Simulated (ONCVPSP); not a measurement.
Which change was made? (La, ONCV)

* Element: La (Z = 57)
* Generator: ONCVPSP 4.0.1
* Type: optimised norm-conserving Vanderbilt (ONCV)
* Functional: LDA (Perdew-Zunger)
* Relativity: fully relativistic
* Frozen core: [Kr] 4d10
* Valence charge: 11
* Reference configuration: 5s2 5p6 5d2 6s1
* Partial waves: 5s+6s: rc 2.35 bohr, ncon 5, nbas 10, qcut 4.1 1/bohr, 2 projectors; 5p: rc 1.75 bohr, ncon 4, nbas 9, qcut 5.4 1/bohr, 1 projector; 5d: rc 3.80 bohr, ncon 5, nbas 10, qcut 4.9 1/bohr, 1 projector; f scattering state at 0.1 Ha: rc 3.65 bohr, ncon 4, nbas 8, qcut 3 1/bohr, 1 projector
* Local potential: polynomial inside 1.15 bohr (lpopt 5, dvloc0 2 Ha)
* Core correction: Teter function, fcfact 5.25, rcfact 1.1

Open shells are filled in proportion to 2j + 1.

In the f channel the program set the typed energies aside and used -0.107 Ha (j = l + 1/2; the other j can differ).

Cutoffs, loose and tight: the cutoffs (Ha) at which the residual kinetic energy of the hardest occupied pseudo-wave falls to 1 and 0.1 mHa per electron. They do not see the model core or the augmentation charge, which bear on the density cutoff. Test errors are all-electron minus pseudo excitation energies from the reference, over the configurations 5s2 5p6 5d1 6s2; 5s2 5p6 5d1 6s1; 5s2 5p6 5d1 6s0; 4f1 5s2 5p6 5d1 6s0; variants that change the core or the reference have their own tests.

The base gives: outcome: generated, projector energies reset by the program; cutoff, loose: 13 Ha; cutoff, tight: 41 Ha; bound ghosts: s, p3/2, p1/2; GHOST(+) flags above zero: none; largest test error (meV): +1856.

(1) After one change the result is: outcome: generated, projector energies reset by the program; cutoff, loose: 42 Ha; cutoff, tight: 54 Ha; bound ghosts: s, p3/2, p1/2; GHOST(+) flags above zero: none; largest test error (meV): +1853. Which change was it?
A. s: qcut 3.4
B. s: qcut 2.8
C. s: qcut 6.1

## Answers

(1) B. The others give: s: qcut 3.4 → outcome: generated, projector energies reset by the program; cutoff, loose: 20 Ha; cutoff, tight: 51 Ha; bound ghosts: s, p3/2, p1/2; GHOST(+) flags above zero: none; largest test error (meV): +1853 | s: qcut 6.1 → outcome: failed: ERROR pspot: first pseudo wave function has node, program will stop.
